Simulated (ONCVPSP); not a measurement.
**W: one change to an ONCV potential, before and after**

```
Element                 : W
Generator               : ONCVPSP 4.0.1
Type                    : optimised norm-conserving Vanderbilt (ONCV)
Functional              : LDA (Perdew-Wang 92)
Relativity              : scalar-relativistic
Frozen core             : [Kr] 4d10
Valence charge          : 28
Reference configuration : 4f14 5s2 5p6 5d4 6s2
Partial waves           : 5s+6s: rc 1.55 bohr, ncon 3, nbas 8, qcut 8.8 1/bohr, 2 projectors; 5p: rc 2.05 bohr, ncon 3, nbas 8, qcut 6.5 1/bohr, 1 projector; 5d: rc 2.20 bohr, ncon 3, nbas 8, qcut 7.1 1/bohr, 2 projectors, debl 2.9 Ha; 4f: rc 0.60 bohr, ncon 4, nbas 9, qcut 28.2 1/bohr, 2 projectors, debl 0.8 Ha
Local potential         : polynomial inside 0.40 bohr (lpopt 5, dvloc0 0 Ha)
Core correction         : Teter function, fcfact 3.5, rcfact 1.2
```

In the f channel the program set the typed energies aside and used -1.230, 0.250 Ha.

Change: f: qcut 36.

Cutoffs: the cutoffs (Ha) at which the residual kinetic energy of the hardest occupied pseudo-wave falls to 1 and 0.1 mHa per electron; they do not see the model core or the augmentation charge, which bear on the density cutoff. Errors are all-electron minus pseudo energies relative to the spin-unpolarised reference configuration.

**Question.** What does the change do?

**Answer.** The potential gets harder (338 Ha and 371 Ha → 437 Ha and 490 Ha); both files keep a bound ghost (d, p, s); the errors of the 4 common tests hardly move. The waves are optimised to have the least kinetic energy above qcut, so the cutoff follows it (qcut²/2 in Ha).

```csv
quantity,base,changed
"cutoff, loose",338 Ha,437 Ha
"cutoff, tight",371 Ha,490 Ha
loose cutoff by channel,"s 26 Ha, p 12 Ha, d 14 Ha, f 338 Ha","s 26 Ha, p 12 Ha, d 14 Ha, f 437 Ha"
bound ghosts,"s, p, d","s, p, d"
GHOST(+) flags under 300 eV,none,none
"error for 4f14 5s2 5p6 5d4 6s1, meV [ΔE 9.13 eV]",-3.2,-3.2
"error for 4f14 5s2 5p6 5d4 6s0, meV [ΔE 25.14 eV]",-9.1,-9.1
"error for 4f14 5s2 5p6 5d3 6s0, meV [ΔE 50.85 eV]",-9.6,-9.7
"error for 4f14 5s2 5p6 5d4.5 6s1.5, meV [ΔE 0.69 eV]",-2.1,-2.1
s: phases at 1.57 bohr within 0.05 rad from the reference energy up to (Ha; the scan ends near 5),to the end of the scan,to the end of the scan
p: phases at 2.09 bohr within 0.05 rad from the reference energy up to (Ha; the scan ends near 5),-0.3,-0.3
d: phases at 2.23 bohr within 0.05 rad from the reference energy up to (Ha; the scan ends near 5),to the end of the scan,to the end of the scan
f: phases at 0.61 bohr within 0.05 rad from the reference energy up to (Ha; the scan ends near 5),to the end of the scan,to the end of the scan
"rms error of d²Exc/dni dnj with the model core, mHa",3.10,3.07
```

 A true bound ghost makes a file unfit for plane-wave use even where its test errors are small: the radial tests pick states by their node count and pass the ghost by.
